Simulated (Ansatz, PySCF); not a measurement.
Species: sum formula NHTeF (charge -1, singlet). It need not be the lowest isomer of its formula. Whether it binds its extra electron was not tested at this geometry. 
Structure (B3LYP-D3(BJ)/def2-TZVP (Ansatz, a program for electronic structure) minimum search):
```
Te
N 1 1.9519
H 2 1.0249 1 104.20
F 1 2.0727 2 106.41 3 -86.52
```
Charge -1, spin multiplicity 1.

Total electronic energies in hartree. Cores are frozen in the correlated levels unless marked. Spin-orbit coupling is left out. The frozen core is the preceding noble-gas configuration, with the filled d and f shells of earlier blocks. In def2 rows, elements after Kr have scalar-relativistic effective core potentials. CBS(X,Y): correlation extrapolated as X^-3; Hartree-Fock from the larger set. The bracket is a focal-point correction in the basis named.

```csv
level,program,energy (Eh)
HF/def2-QZVPP,Ansatz,-421.52049
HF-D3(BJ)/def2-TZVPD,PySCF + dftd3,-421.53451
SVWN5/def2-TZVPD,Ansatz,-421.86981
PBE-D4/def2-TZVPD,Ansatz + dftd4,-423.16436
BLYP-D3(BJ)/def2-TZVPD,Ansatz + dftd3,-423.26231
BLYP/def2-TZVPD,PySCF,-423.25712
revPBE-D3(BJ)/def2-TZVPD,Ansatz + dftd3,___
BP86-D3(BJ)/def2-TZVPD,PySCF + dftd3,___
r2SCAN/def2-TZVPD,Ansatz,-423.34737
PBE0-D4/def2-TZVP,Ansatz + dftd4,-423.15469
PBE0/def2-QZVPP,Ansatz,-423.16993
BHLYP/def2-TZVPD,Ansatz,-423.17053
r2SCANh-D4/def2-TZVPD,Ansatz + dftd4,-423.32252
PW6B95-D4/def2-TZVPD,PySCF + dftd4,-423.64612
B2GP-PLYP-D4/def2-TZVPD,Ansatz + dftd4,___
RPA@PBE/def2-TZVPP,Ansatz,-422.42570
MP2/def2-TZVPP,Ansatz,-422.13309
RI-MP2/def2-TZVPPD,Ansatz,-422.14994
SCS-MP2/def2-TZVPP,Ansatz,-422.11880
CCSD/def2-TZVPPD,Ansatz,-422.15362
CCSD(T)/def2-QZVPP,Ansatz,-422.23994
"RI-MP2/CBS(def2-TZVPPD,def2-QZVPPD)+[CCSD(T)-MP2]/def2-SVPD",Ansatz,-422.2797
"RI-MP2/CBS(def2-TZVPPD,def2-QZVPPD)+[CCSD(T)-MP2]/def2-TZVPPD",Ansatz,-422.2845
```

Fill in the missing entries.


- revPBE-D3(BJ)/def2-TZVPD, energy (Eh): -423.32412
- BP86-D3(BJ)/def2-TZVPD, energy (Eh): -423.46387
- B2GP-PLYP-D4/def2-TZVPD, energy (Eh): -422.84256
